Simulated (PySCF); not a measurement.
Species: C₄H₅FOS.
Cartesian coordinates in Å at the GFN2-xTB level; atoms count from 1:
```
atom  x, y, z in Å
C1     1.4735   -0.8418   -0.5311
C2     1.5297    0.4637   -0.3424
F3     2.6997    1.1188   -0.4192
S4     0.2392    1.6199    0.0080
C5    -1.2580    0.5949   -0.1787
C6    -1.4165   -0.2937    1.0209
O7    -1.5056   -1.4860    0.9760
H8     2.3773   -1.3802   -0.7553
H9     0.5660   -1.4060   -0.4557
H10   -2.0762    1.3156   -0.2143
H11   -1.2081    0.0323   -1.1104
H12   -1.4199    0.2616    1.9761
```

Method: PySCF 2.14.0, density-fitted response routines, TDDFT PBE0/def2-SVPD, vertical, gas phase, core orbitals frozen in the response.

Q: What does the calculation give for the low-lying excited states?

A: 

| state | E (eV) | λ (nm) | ν̃ (cm⁻¹) | f | main configurations (H = HOMO, L = LUMO) |
| --- | --- | --- | --- | --- | --- |
| S1 | 4.11 | 301.6 | 33160 | 0.0062 | H→L (62%), H-1→L (36%) |
| S2 | 4.52 | 274.2 | 36470 | 0.0021 | H-1→L (59%), H→L (37%) |
| S3 | 5.56 | 223.0 | 44830 | 0.010 | H→L+2 (47%), H→L+1 (46%) |
| S4 | 6.17 | 201.1 | 49730 | 0.185 | H→L+1 (45%), H→L+2 (44%) |
| S5 | 6.47 | 191.8 | 52150 | 0.017 | H-2→L (93%) |
| S6 | 6.59 | 188.3 | 53120 | 0.020 | H→L+3 (90%) |

Triplets (Tamm–Dancoff): T1 3.55 eV, H-1→L (69%), H→L (28%); T2 4.15 eV, H→L+1 (52%), H→L (20%), H→L+2 (8%).

The lowest singlet lies at 4.11 eV (302 nm, ultraviolet) and is weak; its leading configuration is HOMO→LUMO (62%). The most intense listed level is S4 at 6.17 eV (201 nm, f = 0.185), 2.06 eV above S1. Löwdin shares by element: HOMO carbon 48% or more, sulfur 39%; LUMO carbon 45% or more, oxygen 33%, sulfur 12%. Orbital energies (eV): HOMO-3 -10.11, HOMO-2 -9.19, HOMO-1 -8.12, HOMO -7.00, LUMO -1.50, LUMO+1 -0.14, LUMO+2 0.09. Weighted by f, the mean energy of these states is 6.13 eV. The oscillator strengths of these states sum to 0.240; summed over the whole spectrum of an exact calculation they would give the number of electrons, 62 (Thomas–Reiche–Kuhn). No computed singlet lies in the visible range (380 to 750 nm); the lowest, at 302 nm, stands 0.85 eV above its violet end (3.26 eV). Only the lowest 6 singlets were computed, as vertical energies without vibronic structure.

On Arm Neoverse N1, one thread, shared host, this took 49 s of wall time (grids of density and orbitals included) and 0.79 GiB of memory at its peak.

One conformer stands for the species.
